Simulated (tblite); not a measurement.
Compound: C₇H₁₀N₂.
Structure used (GFN2-xTB), in Å, numbered top down from 1:
```xyz
19
C7H10N2 angstrom
C      3.4183   -0.2082   -0.7709
C      2.5958   -0.8844   -0.2238
C      1.5188   -1.6198    0.4252
N      0.2381   -0.9624    0.3214
C      0.0763    0.4036    0.8322
C     -1.0977    0.9549    0.0039
C     -2.3883    1.0906    0.8117
C     -1.2140   -0.1374   -1.0376
N     -0.4531   -1.1318   -0.8240
H      4.1669    0.3483   -1.2517
H      1.4147   -2.6014   -0.0457
H      1.7562   -1.7528    1.4877
H      0.9966    0.9801    0.6784
H     -0.1460    0.3670    1.9017
H     -0.8612    1.9181   -0.4585
H     -3.2074    1.3932    0.1628
H     -2.2710    1.8389    1.5932
H     -2.6456    0.1391    1.2729
H     -1.9072   -0.1264   -1.8559
```

Computed values, GFN2-xTB/tblite, gas phase, harmonic and unscaled. The method is semi-empirical: single wavenumbers can be off by several per cent or more. One conformer, not necessarily the lowest.

Harmonic wavenumbers (cm⁻¹): 56.4, 60.5, 116.9, 209.5, 220.2, 253.5, 294.4, 351.3, 384.7, 468.5, 581.0, 632.4, 640.1, 696.3, 766.7, 799.5, 880.4, 894.8, 936.4, 938.8, 962.1, 968.0, 1053.5, 1086.8, 1111.2, 1126.3, 1182.5, 1192.4, 1207.8, 1239.5, 1263.7, 1290.4, 1301.2, 1342.4, 1406.4, 1410.0, 1474.6, 1498.5, 1500.2, 1662.6, 2282.3, 2901.1, 2914.9, 2932.5, 2956.6, 2964.9, 3023.2, 3031.2, 3035.3, 3158.0, 3389.6.

A = 3745, B = 1018, C = 976.9 MHz; mass 122.084 u (most abundant isotopes); point group C1, symmetry number 1.

Task: Zero-point energy?

Result: ½Σν̃ = 34026 cm⁻¹ = 407.04 kJ/mol.

Task: Give the ideal-gas entropy at 273.15 K and 1 bar in the rigid-rotor, harmonic-oscillator model (classical rotation).

Result: Translation 166.96, rotation 119.60, vibration 97.34: S = 383.9 J/(mol K).

Task: And Cp and H(273.15 K) − H(0)?

Result: Cp = 140.85 J/(mol K), of which vibrations give 107.59 (their classical limit is 51 R = 424.0); H(273.15 K) − H(0) = 23.39 kJ/mol without the zero-point energy, 14.31 from vibrations.

Task: Which modes carry the vibrational entropy at 273.15 K?

Result: 56.4 cm⁻¹: 18.44; 60.5 cm⁻¹: 17.86; 116.9 cm⁻¹: 12.48; 209.5 cm⁻¹: 7.90; 220.2 cm⁻¹: 7.53; 253.5 cm⁻¹: 6.50 J/(mol K); the other 45 give 26.63 together.

Task: What must be added to the electronic energy to get the Gibbs energy at 273.15 K and 1 bar?

Result: ZPE + [H(273.15 K) − H(0)] − T·S = 407.04 + 23.39 − 104.86 = 325.57 kJ/mol.

Task: Blend soft modes into free rotors: weight 1/[1 + (100 cm⁻¹/ν̃)⁴] for the oscillator and the rest for a rotor with moment μB/(μ + B), μ = h/(8π²ν), B = 10⁻⁴⁴ kg m². What vibrational entropy results?

Result: 89.20 J/(mol K) in place of 97.34, which changes −T·S at 273.15 K by +2.23 kJ/mol.

Task: How do the functions run with temperature in this model?

Result: 
```json
{"T (K)": "50", "S (J/(mol K))": "241.5", "Cp (J/(mol K))": "51.8", "H − H(0) (kJ/mol)": "2.05", "G − H(0) (kJ/mol)": "-10.03", "ln q(vib)": "0.45"}
{"T (K)": "100", "S (J/(mol K))": "283.6", "Cp (J/(mol K))": "71.9", "H − H(0) (kJ/mol)": "5.14", "G − H(0) (kJ/mol)": "-23.22", "ln q(vib)": "1.48"}
{"T (K)": "298.15", "S (J/(mol K))": "396.7", "Cp (J/(mol K))": "151.8", "H − H(0) (kJ/mol)": "27.05", "G − H(0) (kJ/mol)": "-91.23", "ln q(vib)": "5.99"}
{"T (K)": "373.15", "S (J/(mol K))": "434.3", "Cp (J/(mol K))": "184.2", "H − H(0) (kJ/mol)": "39.66", "G − H(0) (kJ/mol)": "-122.40", "ln q(vib)": "7.74"}
{"T (K)": "500", "S (J/(mol K))": "495.1", "Cp (J/(mol K))": "232.0", "H − H(0) (kJ/mol)": "66.16", "G − H(0) (kJ/mol)": "-181.39", "ln q(vib)": "10.75"}
{"T (K)": "750", "S (J/(mol K))": "602.8", "Cp (J/(mol K))": "298.5", "H − H(0) (kJ/mol)": "133.11", "G − H(0) (kJ/mol)": "-318.97", "ln q(vib)": "16.65"}
{"T (K)": "1000", "S (J/(mol K))": "695.0", "Cp (J/(mol K))": "341.5", "H − H(0) (kJ/mol)": "213.47", "G − H(0) (kJ/mol)": "-481.48", "ln q(vib)": "22.25"}
```

q(vib) and H(0) count from the zero-point level.

Hindered rotation and anharmonicity are outside this model. Other conformers, if any are populated, would add a mixing term that is left out. The structure is chiral; the term R ln 2 for an equal mix with its mirror image is left out.
